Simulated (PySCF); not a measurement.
In(F)(Br)(Vi), SMILES C=[CH][In]([F])[Br] (C2H3BrFIn) at its CAM-B3LYP/def2-SVP optimised geometry (Å):

```
8

In    -1.2430     0.2447     0.0000
F     -2.3074     1.8781     0.0000
Br    -2.6621    -1.7789    -0.0031
C      0.8712     0.2447     0.0000
C      1.5658    -0.8934    -0.0121
H      1.3940     1.2063     0.0092
H      2.6621    -0.8924    -0.0132
H      1.0873    -1.8781    -0.0215
```

Level of theory: CAM-B3LYP/def2-TZVP, def2 effective core potentials past Kr (PySCF). The core electrons that the potentials of In replace are not part of the density.

Map of the log10 of the electron density (e/bohr³), floored at −4 on the plane z = 1.2 Å:

```
|00000000000000000000000000000|
|00000000000000000000000000000|
|00000000000000000000000000000|
|00000000000000000000000000000|
|00000000000000000000000000000|
|00000123321000000000000000000|
|00001345543200000000000000000|
|00002456665320000110000000000|
|00013567775432222332100000000|
|00013567776543334444310000000|
|00013567776655555655420000000|
|00012456777766666765431000000|
|00002356678877777776532000000|
|00012345788888788876543100000|
|00123456788887788887654210000|
|01245667778877778888765320000|
|02356778877766667888765431000|
|12467889887655567787765431000|
|13467999987644456777655320000|
|13568999987543345666543210000|
|13467899986542245555432100000|
|02457888876432223443210000000|
|01345677765321112222100000000|
|00134555543210000000000000000|
|00012334332100000000000000000|
|00001122210000000000000000000|
|00000000000000000000000000000|
|00000000000000000000000000000|
|00000000000000000000000000000|
```
Scale: ten equal steps from -4.00 (start of '0') to -1.36 (end of '9'), in the order '0123456789'; x runs from -5.00 to 5.00, y from -5.00 (bottom) to 5.00 (top).
